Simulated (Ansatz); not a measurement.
A series of barriers

Four-centre ligand exchange, with the central atom changed down its group and all else kept; in the first member these bonds form or tighten: B–H, H–O; these break or loosen: B–O, H–H.

Gas-phase electronic energies, without zero-point energy, by CCSD(T) at an estimated basis limit (MP2 extrapolated from triple and quadruple zeta, plus CCSD(T) − MP2 in triple zeta); Ansatz 0.2.0, def2-TZVPP and QZVPP, frozen cores, on PBE0-D4/def2-TZVP structures. Extrapolation: Hartree–Fock as exp(−7.88 √X), correlation as X^−2.97. All energies, in kJ/mol, count from the separated reactants, without counterpoise correction; the start and end structures are the complexes reached by relaxing down from the saddle, and deeper ones may exist. Brackets give SMILES, or, where every atom is bracketed, only which atoms are joined. Steps whose reference was doubtful or whose search ended elsewhere are left out.

| reactants | products | start structure | saddle | end structure |
| --- | --- | --- | --- | --- |
| BH₃O₃ ([OH][B]([OH])[OH]) + H₂ | BH₃O₂ ([OH][BH][OH]) + H₂O | -4.3 | 236.6 | 80.8 |
| AlH₃O₃ ([OH][Al]([OH])[OH]) + H₂ | AlH₃O₂ ([OH][AlH][OH]) + H₂O, still joined by a dative Al–O bond | -6.6 | ? | 22.8 |
| GaH₃O₃ ([OH][Ga]([OH])[OH]) + H₂ | GaH₃O₂ ([OH][GaH][OH]) + H₂O, still joined by a dative Ga–O bond | -5.1 | 105.5 | -30.7 |

(1) What is the height of the saddle for AlH₃O₃ ([OH][Al]([OH])[OH]) + H₂? (To be estimated.)

T1 diagnostic: at most 0.015. The filled d shells of Ga are correlated in sets not built for that, so values that involve them are less sure.

For scale, one of the runs: CCSD(T)/def2-TZVPP, 211 basis functions, launched by `ansatz run in.yaml --threads 4 --pin off --events-out ev --progress --plain --max-ram 9574MiB`. Time: 85 s of wall clock on 4 CPU threads of an Arm Neoverse V2; the host was shared. Peak host memory: 3.2 GiB.

Results:

(1) Computed: 101.8 kJ/mol relative to the separated reactants, the lowest of the series; above its start structure the barrier is 101.8 − (-6.6) ≈ 108.4 kJ/mol.
